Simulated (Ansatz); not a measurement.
The cluster Si₅F₃. Total charge 0; doublet. Geometry B3LYP-D4/def2-SVP, basis def2-TZVP, Ansatz.

Cartesian coordinates in Å:
```
Si 0.410 0.235 -0.216
Si -1.881 0.411 -0.673
Si 2.119 -1.269 -0.340
Si 2.564 0.724 -1.118
Si -1.198 1.022 1.294
F 2.508 -2.811 0.006
F -3.057 0.139 -1.762
F -1.466 1.548 2.809
```

| run | HOMO (eV) | LUMO (eV) |
| --- | --- | --- |
| A | -5.09 | -4.31 |
| B | -5.92 | -3.72 |
| C | -5.00 | -4.33 |
| D | -6.10 | -3.60 |
| E | -5.26 | -4.21 |

Another isomer (doublet) lies 1.71 eV lower at PBE0-D4/def2-TZVP; other spin states weren't run for this one.

HOMO and LUMO are taken over both spins.

**Question.** The runs used B97M-V, PBE, PBE0, r2SCAN, r2SCAN0. Estimate which is which.

**Answer.** A B97M-V (0 % exact exchange); B PBE0 (25 % exact exchange); C PBE (0 % exact exchange); D r2SCAN0 (25 % exact exchange); E r2SCAN (0 % exact exchange). Exact exchange lowers occupied and raises empty levels; among semilocal functionals meta-GGAs tend to open the gap a little, and such runs are hard to tell apart. The gap grows from 0.68 eV (PBE) to 2.49 eV (r2SCAN0).
